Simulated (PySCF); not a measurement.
## RhO₃, quartet: molecular constants

These are results of UPBE0 in PySCF with Rh def2-SVP with ECP28, O def2-SVP; scalar-relativistic core potentials, no spin–orbit coupling; density-fitted integrals, not measurements.

The structure is a saddle point with 1 imaginary mode.

| Item | Value |
| --- | --- |
| Point group | D3h |
| Bond lengths | Rh–O 1.709 Å (×3) |
| Bond angles | O–Rh–O 120.0° (×3) |
| Principal quadrupole moments (Buckingham, traceless) about the centre of mass | -3.58, -3.58, 7.16 D Å |
| Highest occupied level (β) | -9.05 eV |
| Atomisation energy without zero-point energy | 982 kJ/mol |
| Principal polarisabilities | 27.5, 48.0, 48.0 bohr³ |
| Zero-point energy (real modes) | 18.5 kJ/mol |
| Lowest empty level (β) | -6.40 eV |
| Rotational constants | 0.2406, 0.2406, 0.1203 cm⁻¹ |
| Dipole moment | 0.00 D |
| Spin squared ⟨S²⟩ | 3.768 |

Harmonic modes (masses in u: Rh 102.906, O 15.995):
| symmetry | ω (cm⁻¹) | IR (km/mol, summed over degenerate members) |
| --- | --- | --- |
| a2'' | 302i | – |
| e' | 271 | 2.8 |
| e' | 831 | 73.1 |
| a1' | 883 | 0.0 |

In D3h the vibrations span a2'' + 2e' + a1'. The a1' mode carries no infrared intensity, as symmetry demands.

Charges (e):
```
  atom  Mulliken  Löwdin  polar tensor  spin (Mulliken)  Mayer order to Rh1
   Rh1      0.98    0.21          1.34             1.27                   –
O2,3,4     -0.33   -0.07         -0.45             0.58                1.60
```

Mulliken populations on Rh1 (electrons outside its core potential): s 2.28, p 6.50, d 7.20, f 0.03.

Outer orbital energies (eV). α occupied: -14.38, -12.06, -10.83, -10.83, -10.38, -10.18, -9.36, -9.36; empty: -3.73, -3.73, 0.00, 0.22. β occupied: -14.56, -12.83, -12.83, -12.82, -10.26, -10.26, -9.83, -9.05; empty: -6.40, -4.70, -4.70, -2.98.

Other isomers or separated fragments may lie lower. Open d and f shells are described by one determinant, and the ground state may have another occupation or spin. At this level a doublet minimum of C2v symmetry lies 52 kJ/mol below this structure.

The final relaxation and frequency run took of the order of 6 core-minutes on a shared host.
